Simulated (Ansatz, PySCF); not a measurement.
Ge(I)(SiH3) (GeH3ISi), SMILES [Ge]([SiH3])[I] (connectivity only; charge and spin as stated), neutral, multiplicity 1. Atoms are numbered in the order given.

```xyz
6

Ge    -0.4234     0.6253     1.1400
I      0.5482    -1.0672    -0.5621
Si     0.0228     2.5775    -0.3576
H     -0.4149     3.8648     0.2695
H     -0.7159     2.4066    -1.6459
H      1.4865     2.6691    -0.6471
```
Charge 0, spin multiplicity 1.

Geometry optimised at B3LYP-D3(BJ)/def2-SVP. The def2 effective core potentials stand for the cores of I; spin–orbit coupling is left out.

Two levels are set side by side: PBE-D3(BJ)/def2-SVP (Ansatz, a first-principles code) and B3LYP-D3(BJ)/def2-SVP (Ansatz). Each level has its own optimised geometry; the coordinates shown are those of the second. Frequencies come from the Hessian of PySCF at each geometry. Differences are taken from unrounded values.

```tsv
quantity	B3LYP-D3(BJ)
mean bond length (Å)	1.915
bond Ge1–I2 (Å)	2.590
bond Ge1–Si3 (Å)	2.501
bond Si3–H4 (Å)	1.497
bond Si3–H5 (Å)	1.495
bond Si3–H6 (Å)	1.495
highest harmonic wavenumber (cm⁻¹)	2205
mean harmonic wavenumber (cm⁻¹)	904
zero-point energy (kcal/mol)	15.52
```

**Question.** What does PBE-D3(BJ) give, and how far is it from B3LYP-D3(BJ)? (Estimate from the structure and the level; the computed values follow.)

**Answer.** 
```json
[
 {"quantity": "mean bond length (Å)", "PBE-D3(BJ)": "1.922", "PBE-D3(BJ) minus B3LYP-D3(BJ)": "0.007"},
 {"quantity": "bond Ge1–I2 (Å)", "PBE-D3(BJ)": "2.582", "PBE-D3(BJ) minus B3LYP-D3(BJ)": "-0.008"},
 {"quantity": "bond Ge1–Si3 (Å)", "PBE-D3(BJ)": "2.501", "PBE-D3(BJ) minus B3LYP-D3(BJ)": "0.000"},
 {"quantity": "bond Si3–H4 (Å)", "PBE-D3(BJ)": "1.511", "PBE-D3(BJ) minus B3LYP-D3(BJ)": "0.013"},
 {"quantity": "bond Si3–H5 (Å)", "PBE-D3(BJ)": "1.509", "PBE-D3(BJ) minus B3LYP-D3(BJ)": "0.014"},
 {"quantity": "bond Si3–H6 (Å)", "PBE-D3(BJ)": "1.509", "PBE-D3(BJ) minus B3LYP-D3(BJ)": "0.014"},
 {"quantity": "highest harmonic wavenumber (cm⁻¹)", "PBE-D3(BJ)": "2146", "PBE-D3(BJ) minus B3LYP-D3(BJ)": "-59"},
 {"quantity": "mean harmonic wavenumber (cm⁻¹)", "PBE-D3(BJ)": "872", "PBE-D3(BJ) minus B3LYP-D3(BJ)": "-32"},
 {"quantity": "zero-point energy (kcal/mol)", "PBE-D3(BJ)": "14.96", "PBE-D3(BJ) minus B3LYP-D3(BJ)": "-0.56"}
]
```

Exact exchange shortens and stiffens bonds; PBE has none. Differences between two approximate levels are no errors against the true value.
